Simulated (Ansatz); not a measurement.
Species: SiH2S, charge 0, singlet. A triplet may lie lower; no result for it is given here. SiH2S (SMILES [SiH]S).
B3LYP-D3(BJ)/def2-TZVP minimum from Ansatz (a first-principles code):
```
S
H 1 1.3464
Si 1 2.1320 2 97.61
H 3 1.5222 1 89.54 2 -180.00
```

Hartree-Fock and MP2 correlation energies in hartree (Ansatz). Open shells are spin-unrestricted; no spin-orbit coupling. Correlated methods leave the cores frozen. No relativity. The restricted determinant of H2SSi ([SiH]S, singlet) is unstable towards broken spin symmetry in at least one set run.

| basis | X | E(HF) | E(corr, MP2) |
|---|---|---|---|
| cc-pV(T+d)Z | 3 | -687.64402 | -0.28266 |
| cc-pV(Q+d)Z | 4 | -687.65018 | -0.30595 |
| cc-pV(5+d)Z | 5 | -687.65136 | withheld |

Fit E(corr) = E∞ + A/X³ to X = 3 and 4, predict X = 5, and compare with the run.

A = (-0.28266 - (-0.30595))/(1/27 - 1/64) = 1.0877; E∞ = -0.30595 - A/64 = -0.32295; at X = 5, E∞ + A/125 = -0.31424. The run gave -0.31590, 1.66 mEh below the prediction. The same form on X = 4 and 5 gives E∞ = -0.32634, 3.39 mEh below the first estimate.
